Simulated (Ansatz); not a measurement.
`N[SiH2][GeH3]` and `N[SiH3]` differ in one atom or group.

Ansatz, PBE0-D4/def2-TZVP geometries, multiplicity 1. Each molecule was computed in one conformer, which needn't be the lowest.

Scalar relativity is left out up to krypton.

```json
{"property": "ideal-gas entropy at 298 K and 1 bar (rigid rotor, harmonic PBE0-D4/def2-TZVP) / J/(mol·K)", "`N[SiH2][GeH3]`": "340"}
{"property": "LUMO energy (ωB97M-V/def2-TZVPP) / eV", "`N[SiH2][GeH3]`": "1.59"}
{"property": "HOMO energy (ωB97M-V/def2-TZVPP) / eV", "`N[SiH2][GeH3]`": "-9.56"}
{"property": "HOMO energy (PBE/def2-TZVPP) / eV", "`N[SiH2][GeH3]`": "-6.01"}
{"property": "HOMO–LUMO gap (B3LYP/def2-TZVPP) / eV", "`N[SiH2][GeH3]`": "6.88"}
{"property": "HOMO–LUMO gap (ωB97M-V/def2-TZVPP) / eV", "`N[SiH2][GeH3]`": "11.15"}
```

(1) What does the change do to each property? (Best estimate.)

Answers

(1) The calculation gave: 
```
                                                                                  property  `N[SiH3]`  shift
ideal-gas entropy at 298 K and 1 bar (rigid rotor, harmonic PBE0-D4/def2-TZVP) / J/(mol·K)        264    -76
                                                     LUMO energy (ωB97M-V/def2-TZVPP) / eV       1.85   0.26
                                                     HOMO energy (ωB97M-V/def2-TZVPP) / eV      -9.78  -0.22
                                                         HOMO energy (PBE/def2-TZVPP) / eV      -6.00   0.01
                                                     HOMO–LUMO gap (B3LYP/def2-TZVPP) / eV       7.25   0.37
                                                   HOMO–LUMO gap (ωB97M-V/def2-TZVPP) / eV      11.63   0.48
```

With PBE0 the HOMO falls by 0.08 eV and the LUMO rises by 0.36 eV, so the gap widens by about 0.44 eV. PBE moves the HOMO by 0.01 eV and ωB97M-V by -0.22 eV. The zero-point energy changes by -41.5 kJ/mol with -9 modes.

B3LYP here is the variant with VWN-RPA as its local correlation; programs differ in this.
